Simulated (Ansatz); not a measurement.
Reaction (substitution at a C–O bond): `COC(N)O` + `CN[SiH2]O` → `CN[SiH2]OC` + `NC(O)O`

Calculated with Ansatz (gas phase, PBE0-D4/def2-TZVP geometries, no zero-point term in ΔE). CCSD(T)/CBS adds triple-zeta CCSD(T) − MP2 to the extrapolated MP2 energy (def2 sets, frozen cores). Functionals use def2-TZVPP. B3LYP here is the variant with VWN-RPA as its local correlation; programs differ in this. Each species was taken in one conformer, which may not be the lowest.

| level | ΔE (kJ/mol) |
| --- | --- |
| B3LYP-D4 | 5.7 |
| PBE | 7.3 |
| CCSD(T)/def2-TZVPP | 8.0 |
| CCSD/CBS(def2) | 7.6 |

Task: What does CCSD(T)/CBS give? (An estimate is asked.)

Result: The calculation gave: +7.9 kJ/mol. The listed levels differ from it by -2.2, -0.6, 0.1, -0.3 kJ/mol.

Largest T1 diagnostic among the species: 0.011.
